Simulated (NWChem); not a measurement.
Species: TaOF₃; SMILES [O]=[Ta]([F])([F])[F]

All runs: NWChem. All runs use the structure optimised with PBE0/def2-SVP. def2 effective core potentials on Ta; no spin-orbit coupling. Level M06-L/def2-SVP: energy and gradient on several grids; changes count from the extra-fine grid, which is no exact limit either.

```tsv
grid	size of the energy change (μHa)	largest change of a gradient component (μHa/bohr)	time, medium = 1 (rough)
xcoarse	40000	4000	about 1
coarse	2000	800	about 1
medium	10	300	about 1
fine	< 10	200	about 1
xfine	< 10	< 30	2
```
